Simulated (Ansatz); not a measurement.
Consider the formal exchange of groups at the Al–O bond: `[AlH2][O][SiH2][AlH2]` + `F[SiH2]F` → `F[SiH](F)[AlH2]` + `O[SiH2][AlH2]`.

Calculated with Ansatz (gas phase, PBE0-D4/def2-TZVP geometries, no zero-point term in ΔE). CCSD(T)/CBS adds triple-zeta CCSD(T) − MP2 to the extrapolated MP2 energy (def2 sets, frozen cores). This one scheme is used for every species. Functionals use def2-TZVPP. HSE06 is defined as in plane-wave codes. One conformer a species, not always the lowest.

`[AlH2][O][SiH2][AlH2]`:

Cartesian coordinates in Å:
```
Al -1.591 -1.695 1.021
O -0.234 -0.801 0.592
Si 1.089 0.068 0.187
Al 0.549 1.875 -1.401
H -2.455 -1.192 2.244
H -1.930 -2.983 0.172
H 2.124 -0.845 -0.391
H 1.710 0.630 1.427
H 1.680 2.861 -1.932
H -0.943 2.081 -1.919
```

`F[SiH2]F`:

Z-matrix (Å, degrees):
```
Si
F 1 1.586
F 1 1.586 2 108.0
H 1 1.474 2 108.5 3 117.4
H 1 1.474 2 108.5 3 -117.4
```

`F[SiH](F)[AlH2]`:

Cartesian coordinates in Å:
```
F -2.019 0.742 0.179
Si -0.802 0.104 -0.644
F -0.400 1.171 -1.769
Al 1.124 -0.246 0.880
H -1.369 -1.062 -1.372
H 1.724 -1.702 1.075
H 1.742 0.992 1.652
```

`O[SiH2][AlH2]`:

Z-matrix (Å, degrees):
```
Si
Al 1 2.460
O 1 1.661 2 109.0
H 1 1.499 2 111.1 3 122.0
H 1 1.498 2 111.2 3 -122.0
H 2 1.591 1 118.5 3 179.3
H 2 1.588 1 122.5 3 -0.7
H 3 0.959 1 117.0 2 180.0
```

| level | ΔE (kJ/mol) |
| --- | --- |
| r2SCANh-D4 | 179.4 |
| HSE06 | 160.8 |

(1) What does CCSD(T)/CBS give? (An estimate is asked.)

Largest T1 diagnostic among the species: 0.013.

Results:

(1) Ansatz gave: +180.3 kJ/mol. The listed levels differ from it by -0.9, -19.5 kJ/mol.

From BLYP to BHLYP (50 % exact exchange), in def2-TZVPP and without D4, ΔE moves by +15.9 kJ/mol. At CCSD(T), def2-SVP lies +10.8 kJ/mol from the extrapolated value and def2-TZVPP +2.0 kJ/mol. Leaving LDA and LC-ωPBE aside and taking each functional with its dispersion term where it has one, the values, not all of them listed here, spread over 35.2 kJ/mol, from revPBE-D4 to BHLYP-D4. LDA lies +5.4 kJ/mol from PBE without D4.
